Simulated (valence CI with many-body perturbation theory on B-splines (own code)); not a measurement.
**Level structure of W58+**

Computed by relativistic CI+MBPT: six valence electrons over a frozen Dirac-Fock core [Ne], a basis of 9 s, 9 p, 8 d, 6 f, 3 g, 1 h functions for each j, with the one-electron correlation potential Σ1 (screened to all orders), the two-electron term Σ2, the three-electron term Σ3, Breit, model QED; selected single and double excitations, second order for the rest, scaled by the run's own slope (own B-spline code, finite nucleus).

The last digits are not significant, and no measured levels were compared; by estimate large intervals hold to a few tenths of a per cent, small ones and those within an open d or f shell to about a per cent. Among the levels kept, up to 960 cm⁻¹ of a level comes from second order outside the variational space, and about a tenth of that is noise between levels of different J, which matters for small intervals.

Levels 1 to 40 of 40, with energies above the lowest level, (3s^2 3p1/2^2 3p3/2^2) J=2. "Leading %" is the weight of the configuration and term that name the level; weights of strongly mixed levels are sums over their largest components and can fall short, so below about 35 % the name and the second component can differ from the true leading terms, or belong to a minority configuration. In the jj column 3d3/2^4 stands for four electrons in 3d with j = 3/2. Lifetimes count E1, E2, E3, M1 and M2 decay at the calculated energies, and are blank where another channel may lead or the interval is too uncertain; long ones can be off by a factor of two.

```
No.  Configuration  Term  J  E (eV)  Leading %  Lifetime      g                       Leading jj
  1        3s2.3p4    3P  2    0.00         68            1.330      3s^2 3p1/2^2 3p3/2^2 (99 %)
  2        3s2.3p4    1S  0   19.77         64   70.5 ms             3s^2 3p1/2^2 3p3/2^2 (99 %)
  3     3s2.3p3.3d   3D°  2  234.73         32    114 ps  1.042  3s^2 3p1/2^2 3p3/2 3d3/2 (99 %)
  4     3s2.3p3.3d   3D°  1  243.22         33   50.6 ps  1.104  3s^2 3p1/2^2 3p3/2 3d3/2 (99 %)
  5     3s2.3p3.3d   3P°  0  243.50         62    163 ms         3s^2 3p1/2^2 3p3/2 3d3/2 (99 %)
  6     3s2.3p3.3d   3F°  3  243.76         28    615 ps  1.086  3s^2 3p1/2^2 3p3/2 3d3/2 (98 %)
  7     3s2.3p3.3d   3F°  4  319.15         50    379 ns  1.250  3s^2 3p1/2^2 3p3/2 3d5/2 (99 %)
  8     3s2.3p3.3d   3D°  2  325.73         33   6.95 ps  1.234  3s^2 3p1/2^2 3p3/2 3d5/2 (98 %)
  9     3s2.3p3.3d   3D°  3  344.77         42   1.95 ps  1.200  3s^2 3p1/2^2 3p3/2 3d5/2 (96 %)
 10        3s2.3p4    3P  1  347.04         99   2.15 ns  1.489        3s^2 3p1/2 3p3/2^3 (99 %)
 11     3s2.3p3.3d   3D°  1  356.06         35   3.07 ps  1.051  3s^2 3p1/2^2 3p3/2 3d5/2 (98 %)
 12        3s2.3p4    1D  2  356.63         68   3.39 ns  1.143        3s^2 3p1/2 3p3/2^3 (99 %)
 13    3s2.3p2.3d2    3F  2  479.43         40   35.1 ps  0.751      3s^2 3p1/2^2 3d3/2^2 (99 %)
 14    3s2.3p2.3d2    3P  0  503.64         58   24.8 ps             3s^2 3p1/2^2 3d3/2^2 (98 %)
 15         3s.3p5   3P°  2  531.02         85   1.16 ps  1.468        3s 3p1/2^2 3p3/2^3 (85 %)
 16         3s.3p5   1P°  1  551.76         37    982 fs  1.187        3s 3p1/2^2 3p3/2^3 (61 %)
 17    3s2.3p2.3d2    3F  3  567.93         32   3.96 ps  1.073  3s^2 3p1/2^2 3d3/2 3d5/2 (98 %)
 18     3s2.3p3.3d   3F°  2  572.13         44    108 ps  1.026  3s^2 3p1/2 3p3/2^2 3d3/2 (98 %)
 19     3s2.3p3.3d   5D°  0  573.56         53   71.2 ps         3s^2 3p1/2 3p3/2^2 3d3/2 (98 %)
 20     3s2.3p3.3d   3D°  1  574.78         43   2.80 ps  0.986  3s^2 3p1/2 3p3/2^2 3d3/2 (87 %)
 21    3s2.3p2.3d2    3P  2  579.05         23   3.47 ps  1.173  3s^2 3p1/2^2 3d3/2 3d5/2 (97 %)
 22     3s2.3p3.3d   3G°  3  580.17         34   20.9 ps  1.070  3s^2 3p1/2 3p3/2^2 3d3/2 (97 %)
 23    3s2.3p2.3d2    3P  1  583.79         36   3.27 ps  1.510  3s^2 3p1/2^2 3d3/2 3d5/2 (98 %)
 24    3s2.3p2.3d2    3F  4  584.15         25   3.08 ps  1.063  3s^2 3p1/2^2 3d3/2 3d5/2 (97 %)
 25     3s2.3p3.3d   3G°  4  588.35         50   14.6 ns  1.042  3s^2 3p1/2 3p3/2^2 3d3/2 (99 %)
 26     3s2.3p3.3d   3F°  2  601.61         64   3.84 ps  0.813  3s^2 3p1/2 3p3/2^2 3d3/2 (96 %)
 27     3s2.3p3.3d   3D°  3  615.60         40    343 fs  1.174  3s^2 3p1/2 3p3/2^2 3d3/2 (96 %)
 28     3s2.3p3.3d   3P°  2  622.64         28    242 fs  1.245  3s^2 3p1/2 3p3/2^2 3d3/2 (89 %)
 29     3s2.3p3.3d   3S°  1  628.16         37    210 fs  1.490  3s^2 3p1/2 3p3/2^2 3d3/2 (85 %)
 30     3s2.3p3.3d   3D°  1  641.10         39    199 fs  0.900  3s^2 3p1/2 3p3/2^2 3d3/2 (85 %)
 31     3s2.3p3.3d   3D°  3  652.38         52   67.4 ps  1.304  3s^2 3p1/2 3p3/2^2 3d5/2 (99 %)
 32     3s2.3p3.3d   5D°  4  652.68         53   2.77 ns  1.293  3s^2 3p1/2 3p3/2^2 3d5/2 (99 %)
 33     3s2.3p3.3d   3F°  4  665.22         72   9.68 ns  1.175  3s^2 3p1/2 3p3/2^2 3d5/2 (99 %)
 34    3s2.3p2.3d2    3F  4  665.53         28   2.10 ps  1.173      3s^2 3p1/2^2 3d5/2^2 (96 %)
 35     3s2.3p3.3d   3D°  1  668.33         44   8.59 ps  0.906  3s^2 3p1/2 3p3/2^2 3d5/2 (96 %)
 36     3s2.3p3.3d   3G°  5  668.36         99   11.1 ns  1.187  3s^2 3p1/2 3p3/2^2 3d5/2 (99 %)
 37     3s2.3p3.3d   1S°  0  670.58         52   11.4 ps         3s^2 3p1/2 3p3/2^2 3d5/2 (97 %)
 38    3s2.3p2.3d2    3P  2  674.80         20   1.75 ps  1.207      3s^2 3p1/2^2 3d5/2^2 (97 %)
 39     3s2.3p3.3d   3D°  2  686.76         46   42.9 ps  1.272  3s^2 3p1/2 3p3/2^2 3d5/2 (99 %)
 40     3s2.3p3.3d   1F°  3  693.72         35    479 ps  1.113  3s^2 3p1/2 3p3/2^2 3d5/2 (99 %)
```

The ionisation energy to 3s2.3p3 2P°_3/2 of the next ion comes out as 5981.6 eV (NIST: 5970 ± 5 eV (semi-empirical)). All 40 levels together are meant to be complete up to 695.13 eV.
